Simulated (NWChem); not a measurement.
F3Sb in NWChem

SMILES: [F][Sb]([F])[F]
```xyz
4

Sb     0.0037     0.3481     0.0000
F     -0.8232    -0.6488     1.4139
F     -0.8232    -0.6488    -1.4139
F      1.6256    -0.6747     0.0000
```
Charge 0, spin multiplicity 1.

Everything below was run with NWChem. The geometry was optimised at PBE0/def2-SVP with def2 effective core potentials on Sb, a minimum by its harmonic frequencies.

Effective core potentials replace the inner electrons of Sb; spin-orbit coupling is left out. The structure started from a generated list of species. The stability of the SCF solutions was not checked.

Worked example. At BLYP/def2-SVPD the parent has a total energy of -539.60228 Ha and the doublet with one electron less, at the same geometry, -539.16140 Ha. The vertical ionisation energy is their difference.

ΔE = -539.16140 − (-539.60228) = 0.44088 Ha. Times 27.2114 eV/Ha this is 12.00 eV, or 1158 kJ/mol; λ = 1239.84/12.00 = 103.3 nm. No relaxation of the ion's geometry and no zero-point term enter.
